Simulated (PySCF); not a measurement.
An unknown is described by computed data only.

Elements present: Al, C, F, H and N. Monoisotopic mass: 139.0753 u.

- Triplet: lowest triplet excitation (Tamm–Dancoff): 5.84 eV [TDA B3LYP/def2-SVPD]
- Rotational structure: rotational constants A, B, C: 2.400, 1.073, 1.056 GHz [PBE0-D3(BJ)/def2-SVP]
- NMR, other nuclei: isotropic shieldings of nuclei other than C and H, by class: 212 (1 N), 302 (2 F), 418 (1 Al) ppm [GIAO KT2/pcSseg-1]
- UV, first state: lowest singlet excitation: 6.10 eV (203 nm, f = 0.016) [TDDFT B3LYP/def2-SVPD]
- Polarisability: 89.6 au [B3LYP/def2-SVPD]
- Dipole: 4.55 D [B3LYP/def2-SVPD]
- 13C NMR: chemical shifts (computed TMS as zero) by class: 137.0 (1 C), 49.4 (3 C) ppm [GIAO KT2/pcSseg-1]

The electronic properties come from PySCF, for the isolated species, density fitting. Levels stand in brackets. Geometry: PBE0-D3(BJ)/def2-SVP, one conformer, isolated molecule. NMR values are class means; diastereotopic atoms form classes of their own.

Question: Which formula fits the mass and the elements?

Answer: C4H12AlF2N (calculated 139.0753). No other formula that holds each of these elements comes within 0.0003 u with a fitting electron parity and a possible valence count.

Question: Propose a structure and show how it fits.

Answer: Numbering: `[CH3:1][N+:2]([CH3:3])([CH3:4])[AlH2-:5][CH:6]([F:7])[F:8]`. 4 carbons fall into 2 classes; from least to most shielded: CHF2 carbon [C6] (137.0 ppm), N-methyl carbon [C1/C3/C4] (49.4 ppm, 3 C). The other shieldings belong to: 212 ppm, nitrogen bonded to Al and 3 C [N2]; 302 ppm, fluorine of a CF2 group [F7/F8]; 418 ppm, aluminium bonded to C, N and 2 H [Al5]. By its constants the optimised geometry is a nearly prolate symmetric top. Structure: `C[N+](C)(C)[AlH2-][CH](F)F`. Computed isomers that give other values at the same levels: `C[N+](C)([AlH3-])CC(F)F` (rotational constant A: 2.280 GHz; this holds for the one conformer computed). The assignments are read from this structure; whether some other isomer fits the data as well wasn't checked.

Conformer computed: `[CH3:1][N+:2]([CH3:3])([CH3:4])[AlH2-:5][CH:6]([F:7])[F:8]`: C1–N2–Al5–C6 -61°, N2–Al5–C6–F7 -61°.
